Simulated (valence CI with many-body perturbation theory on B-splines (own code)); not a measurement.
## Valence orbitals of Ir71+

Calculated by configuration interaction combined with many-body perturbation theory (CI+MBPT): four valence electrons over a frozen Dirac-Fock core [He], a basis of 11 s, 11 p, 9 d, 7 f, 5 g, 2 h, 1 i functions for each j, with the one-electron correlation potential Σ1, the two-electron term Σ2, the three-electron term Σ3, Breit, model QED; selected CI, second order for the rest (own B-spline code, finite nucleus).

The last digits are not significant, and no measured levels were compared; by estimate large intervals hold to a few tenths of a per cent, small ones and those within an open d or f shell to about a per cent. Among the levels kept, up to 310 cm⁻¹ of a level comes from second order outside the variational space, and about a tenth of that is noise between levels of different J, which matters for small intervals.

These are the spectroscopic orbitals of the CI (the correlating ones are not listed), shaped by the core and the other valence electrons. h is the expectation value of the core's Dirac-Fock operator, without the valence repulsion; Σ1 is computed up to l = 3 at one energy for each symmetry, that of its lowest orbital but kept below the first core excitation, so for empty shells it is not the orbital's own correlation shift; Breit and QED include the response of the core.

```tsv
Orbital	h (hartree)	Σ1 (cm⁻¹)	Breit (cm⁻¹)	QED (cm⁻¹)	⟨r⟩ (bohr)
2s1/2	-793.58	-1655	144928	182043	0.07057
3s1/2	-343.2	-424	39786	52279	0.1660
4s1/2	-189.4	-167	15634	21309	0.3035
5s1/2	-119.65	-82.9	7778	10681	0.4825
2p1/2	-785.82	-4668	292582	10990	0.05789
3p1/2	-341.04	-1082	76917	2188	0.1542
4p1/2	-188.52	-418	30072	832	0.2924
5p1/2	-119.21	-205	14895	406	0.4722
2p3/2	-718.74	-2621	91655	26769	0.06551
3p3/2	-321.08	-614	25720	7075	0.1651
4p3/2	-180.17	-239	12913	2866	0.3069
5p3/2	-114.97	-118	6509	1439	0.4901
3d3/2	-320.34	-281	2752	-239	0.1390
4d3/2	-179.86	-123	1519	16.3	0.2814
5d3/2	-114.81	-63.7	735	31.8	0.4653
3d5/2	-314.86	-231	884	2171	0.1426
4d5/2	-177.53	-100	489	1021	0.2858
5d5/2	-113.62	-51.6	227	544	0.4706
4f5/2	-177.46	-21.7	16.0	-270	0.2455
5f5/2	-113.58	-12.4	13.3	-130	0.4306
4f7/2	-176.34	-20.0	4.8	253	0.2478
5f7/2	-113.01	-11.4	4.0	139	0.4333
5g7/2	-113		0.1	-88.2	0.3782
5g9/2	-112.66		0.0	70.7	0.3800
```

Among the shells of the start configuration 2s2 2p2, Σ1 is largest in size for 2p1/2, where it is 0.0027 % of h.

Lowest root of each symmetry, sizes in configuration state functions:

```tsv
J	Parity	Roots	Reference	Variational	Second order	Change by selected CI (cm⁻¹)	Change by second order (cm⁻¹)
0	even	12	38	21783	22635	-27614	0
1	even	21	82	40000	64635	-22973	-30
2	even	23	91	39998	122474	-24606	-111
3	even	12	61	39998	139858	-21440	-72
4	even	5	28	39999	103692	-22871	-22
5	even	2	8	21447	57138	-20583	-12
0	odd	8	34	17588	19173	-27338	-1
1	odd	20	88	39992	70338	-32908	-16
2	odd	19	99	39999	95384	-26227	-62
3	odd	9	76	39999	121779	-23951	-66
4	odd	3	44	31993	75192	-21541	-9
```
